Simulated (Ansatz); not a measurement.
A run on C₃H₆BNO, SMILES `CB(C)N=C=O` with other settings.

```yaml
crystal:
  periodic: [false, false, false]
  atoms:
    - {symbol: C, position_ang: [-0.515897, -1.471848, -0.160624]}
    - {symbol: B, position_ang: [-0.025557, -0.210085, -0.079843]}
    - {symbol: C, position_ang: [1.418196, 0.493406, 0.052877]}
    - {symbol: N, position_ang: [-1.188424, 0.886455, 0.269729]}
    - {symbol: C, position_ang: [-1.796216, 1.920674, 0.591380]}
    - {symbol: O, position_ang: [-2.239701, 2.421722, 0.389536]}
    - {symbol: H, position_ang: [-0.583677, -1.512992, -1.215158]}
    - {symbol: H, position_ang: [-1.601871, -1.938789, 0.691956]}
    - {symbol: H, position_ang: [0.571657, -2.260516, -0.002890]}
    - {symbol: H, position_ang: [1.909175, 0.324417, 0.605778]}
    - {symbol: H, position_ang: [2.013398, -0.315147, -0.985861]}
    - {symbol: H, position_ang: [1.695108, 1.297022, -0.434645]}
basis:
  gaussian: {orbitals: STO-3G}
hamiltonian: {xc: {name: PBEsol}, dispersion: d3bjatm}
accuracy: high
```

```sh
$ ansatz run in.yaml --threads 4 --pin off --events-out ev --progress --plain --max-ram 10444MiB
```

Output, abridged:

```
Functional definition: PBEsol
753 factors; integrals over basis functions are off by at most 3.5e-8 eV
mean field evaluation 1: about -7221.1494 eV, gradient 3.6e1 eV
mean field evaluation 2: about -7193.0574 eV, gradient 1.1e2 eV
mean field evaluation 4: about -7224.9684 eV, gradient 4.3e0 eV
mean field evaluation 8: about -7224.8329 eV, gradient 4.2e-1 eV
mean field evaluation 16: about -7224.8336 eV, gradient 1.1e-4 eV
mean field -7224.83359991 eV, -265.5077376285 hartree, gradient 6.6e-8 eV, S^2 0.000000; 0 other end points of the search recorded, 0 dependent functions left out
reference -7224.83360239 eV, -265.5077377197 hartree; 22, 22 occupied and 14, 14 virtual orbitals, 753 factors
Total energy: -7224.93356134 eV, -265.5114111433 hartree
```

Run time 0.9 s (4 threads of an Arm Neoverse V2 on a shared host); peak host memory 0.49 GiB.
